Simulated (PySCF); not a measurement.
C4H4F2, SMILES FC(C=C=C)F. Atoms are numbered in the order given.

```xyz
10

C      2.8005    -0.2535     0.0000
C      1.5700     0.1940     0.0000
C      0.3304     0.6257     0.0000
C     -0.8488    -0.2993     0.0000
F     -1.6287    -0.0581     1.0956
F     -1.6287    -0.0581    -1.0956
H      3.3347    -0.4449     0.9367
H      3.3347    -0.4449    -0.9367
H      0.0976     1.6971     0.0000
H     -0.5630    -1.3629     0.0000
```

Coordinates come from a TPSSh-D3(BJ)/def2-SVP optimisation. One conformer was computed; it need not be the lowest.

Two levels are set side by side: PBE/pcSseg-1 (PySCF) and PBE0/pcSseg-1 (PySCF). GIAO shifts against CFCl3 (¹⁹F), TMS (¹H), TMS (¹³C) at the same level; non-relativistic, no solvent, atoms listed together averaged. Differences are taken from unrounded values.

```tsv
quantity	PBE0
δ(¹³C) of C1 (ppm)	86.2
δ(¹³C) of C2 (ppm)	227.7
δ(¹³C) of C3 (ppm)	97.1
δ(¹³C) of C4 (ppm)	123.9
δ(¹⁹F) of F5, F6 (ppm)	-122.8
δ(¹H) of H7, H8 (ppm)	5.62
δ(¹H) of H9 (ppm)	6.00
δ(¹H) of H10 (ppm)	6.36
```

### Question
What does PBE give, and how far is it from PBE0? (An estimate is asked for; the answer gives what the named calculation found.)

### Answer

| quantity | PBE | PBE minus PBE0 |
|---|---|---|
| δ(¹³C) of C1 (ppm) | 83.5 | -2.7 |
| δ(¹³C) of C2 (ppm) | 223.5 | -4.2 |
| δ(¹³C) of C3 (ppm) | 95.8 | -1.3 |
| δ(¹³C) of C4 (ppm) | 129.0 | 5.2 |
| δ(¹⁹F) of F5, F6 (ppm) | -134.4 | -11.7 |
| δ(¹H) of H7, H8 (ppm) | 5.49 | -0.13 |
| δ(¹H) of H9 (ppm) | 5.87 | -0.13 |
| δ(¹H) of H10 (ppm) | 6.60 | 0.24 |

Rough cost on one machine, each run with all the roots and properties that it gave: PBE0 against PBE within a factor of 2.
